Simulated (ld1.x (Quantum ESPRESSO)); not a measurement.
Which change was made? (Ru, ultrasoft)

ruthenium (Ru), ultrasoft, made with ld1.x (Quantum ESPRESSO) 7.5 (PBE, fully relativistic). Core [Kr], reference 4d7 5s1 5p0. Waves: 5s (bound): rcut 2.35, rcutus 3.15 bohr; 5s channel at 0.05 Ry: rcut 2.35, rcutus 3.15 bohr; 5p (bound, empty): rcut 3.00, rcutus 3.30 bohr; 5p channel at 0.6 Ry: rcut 3.00, rcutus 3.30 bohr; 4d (bound): rcut 1.65, rcutus 1.80 bohr; 4d channel at 0.8 Ry: rcut 1.65, rcutus 1.80 bohr. Local part: all-electron potential smoothed inside 1.80 bohr (lloc = -2). Core correction: a·sin(br)/r model core inside 1.25 bohr. Augmentation charge: PSQ, inside the norm-conserving radii.

Open shells are filled in proportion to 2j + 1 (rel_dist='average').

Cutoffs, loose and tight: the cutoffs (Ry, on a coarse ladder) from which the occupation-weighted sum of valence levels, in a spherical-Bessel basis at the reference potential, stays within 10 and 1 mRy of its value at 400 Ry. They do not see the model core or the augmentation charge, which bear on the density cutoff. Test errors are all-electron minus pseudo excitation energies from the reference, over the configurations 4d7 5s0 5p0; 4d6 5s0 5p0; 4d5 5s0 5p0; 4d8 5s0 5p0; 4d6 5s2 5p0; 4d7 5s0.5 5p0; 4d6 5s1 5p1; variants that change the core or the reference have their own tests.

The base gives: outcome: generated; cutoff, loose: 35 Ry; cutoff, tight: 50 Ry; bound ghosts: none; largest test error (meV): -403.

Q: After one change the result is: outcome: generated; cutoff, loose: 30 Ry; cutoff, tight: 45 Ry; bound ghosts: none; largest test error (meV): -410. Which change was it?
A. all radii but the core radius scaled by about 1.09 (s 3.42, p 3.58, d 1.96 bohr, rcut 2.56/3.26/1.80); local potential all-electron potential smoothed inside 1.96 bohr (lloc = -2)
B. all radii but the core radius scaled by about 1.32 (s 4.16, p 4.36, d 2.38 bohr, rcut 3.10/3.98/2.18); local potential all-electron potential smoothed inside 2.38 bohr (lloc = -2)
C. all radii but the core radius scaled by about 0.84 (s 2.64, p 2.76, d 1.50 bohr, rcut 1.96/2.52/1.38); local potential all-electron potential smoothed inside 1.50 bohr (lloc = -2)

A: A. The others give: all radii but the core radius scaled by about 1.32 (s 4.16, p 4.36, d 2.38 bohr, rcut 3.10/3.98/2.18); local potential all-electron potential smoothed inside 2.38 bohr (lloc = -2) → outcome: generated; cutoff, loose: 18 Ry; cutoff, tight: 30 Ry; bound ghosts: none; largest test error (meV): -1589 | all radii but the core radius scaled by about 0.84 (s 2.64, p 2.76, d 1.50 bohr, rcut 1.96/2.52/1.38); local potential all-electron potential smoothed inside 1.50 bohr (lloc = -2) → outcome: generated; cutoff, loose: 45 Ry; cutoff, tight: 80 Ry; bound ghosts: s; largest test error (meV): -432.
